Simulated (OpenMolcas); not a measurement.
# Lines of N: computed and rescaled rates

```
Program             : OpenMolcas 26.06
Method              : SS-RASPT2, IPEA 0.25 Eh, imaginary shift 0.1 Eh (closed shells correlated: 1s 2s)
Basis               : ANO-R3 [4s4p2d1f]
Scalar Hamiltonian  : X2C, finite nucleus
Active space        : 3 electrons in 9 orbitals (RAS2 2p; RAS3 3s 3d, at most 1 electron)
State averaging     : 2S+1 = 4 odd, 1 root; 2S+1 = 2 odd, 8 roots; 2S+1 = 4 even, 3 roots; 2S+1 = 2 even, 8 roots
Spin-orbit coupling : state interaction with AMFI integrals over the reference wave functions, term energies averaged over their components
```

Rates come from the transition moments of the reference wave functions (E1 and E2 in the length form). At fixed line strength A goes as λ^-3 for E1 and M1 and as λ^-5 for E2, so a rate at the computed wavelength can be rescaled to the measured one. Measured vacuum wavelengths follow from level energies in NIST Handbook of Basic Atomic Spectroscopic Data. Branching counts decays inside the model space alone, at computed energies, and the table is only a selection of the E1 lines, drawn from those between levels with measured partners whose computed energy lies within a factor of 1.5 of the measured one.

```csv
Upper,Lower,Type,λ computed (nm),λ measured (nm),A computed (s-1),A rescaled (s-1),Branching %
2s2 2p2 3s 2P 1/2,2s2 2p3 2P* 3/2,E1,177.6,174.5,3.67e+07,3.87e+07,7.8
2s2 2p2 3s 2P 1/2,2s2 2p3 2P* 1/2,E1,177.6,174.5,7.55e+07,7.96e+07,15.9
2s2 2p2 3s 2P 3/2,2s2 2p3 2P* 3/2,E1,177.3,174.3,9.51e+07,1.00e+08,20.0
2s2 2p2 3s 2P 3/2,2s2 2p3 2P* 1/2,E1,177.3,174.3,1.92e+07,2.02e+07,4.0
2s2 2p2 3s 2D 5/2,2s2 2p3 2P* 3/2,E1,143.7,141.2,7.10e+07,7.48e+07,16.3
2s2 2p2 3s 2D 3/2,2s2 2p3 2P* 3/2,E1,143.7,141.2,1.29e+07,1.36e+07,3.0
2s2 2p2 3s 2D 3/2,2s2 2p3 2P* 1/2,E1,143.7,141.2,5.91e+07,6.23e+07,13.6
2s2 2p2 3s 2P 1/2,2s2 2p3 2D* 3/2,E1,143.4,149.5,3.62e+08,3.19e+08,76.3
2s2 2p2 3s 2P 3/2,2s2 2p3 2D* 5/2,E1,143.2,149.3,3.26e+08,2.88e+08,68.7
2s2 2p2 3s 2P 3/2,2s2 2p3 2D* 3/2,E1,143.2,149.3,3.44e+07,3.04e+07,7.3
2s2 2p2 3s 2D 5/2,2s2 2p3 2D* 5/2,E1,120.4,124.3,3.41e+08,3.10e+08,78.0
2s2 2p2 3s 2D 3/2,2s2 2p3 2D* 5/2,E1,120.4,124.3,3.52e+07,3.20e+07,8.1
2s2 2p2 3s 2D 5/2,2s2 2p3 2D* 3/2,E1,120.4,124.3,2.50e+07,2.27e+07,5.7
2s2 2p2 3s 2D 3/2,2s2 2p3 2D* 3/2,E1,120.4,124.3,3.29e+08,2.99e+08,75.4
2s2 2p2 3s 4P 1/2,2s2 2p3 4S* 3/2,E1,115.8,120.1,2.31e+08,2.07e+08,100.0
2s2 2p2 3s 4P 3/2,2s2 2p3 4S* 3/2,E1,115.7,120,2.32e+08,2.08e+08,100.0
2s2 2p2 3s 4P 5/2,2s2 2p3 4S* 3/2,E1,115.6,120,2.32e+08,2.07e+08,100.0
```

The largest correction is for 2s2 2p2 3s 2P 3/2 → 2s2 2p3 2D* 5/2 (E1): 3.26e+08 × (143.2 / 149.3)^3 = 2.88e+08 s-1, a factor of 0.88.

The computed rate and branching of 2s2 2p2 3s 4P 5/2 → 2s2 2p3 4S* 3/2 give the upper level a radiative lifetime of 1.000 / 2.32e+08 s-1 = 4.31e-09 s, counting decays inside the model space alone. The rescaled rate gives about 4.8e-09 s.

The computed order of these levels differs from the measured one in 1 place, and where term gaps are wrong the rates of spin-changing lines can be off by large factors.

No measured rate stands beside these. Rescaling mends the energy factor alone: line strengths can still be far off where a level mixes with configurations outside the active space, and weak or spin-changing lines hang on small mixing coefficients that depend on the term gaps too, so rescaling need not improve them.

CASPT2 does not keep the components of a term degenerate, so their means are used; among the terms shown or strongly mixed into the levels shown the widest spread is 140 cm-1 (2s2 2p3 2D*). ANO sets are built for valence states and can reach diffuse excited orbitals poorly. With the s shell closed, the reference lacks s² → p² mixing. Measured partners are found by configuration, term and J. A level has none where our copy of the source lacks it or the pairing is in doubt (some pairs that miss far off the trend of their configuration count as doubtful). Only configurations of the active space appear.

* marks odd parity.
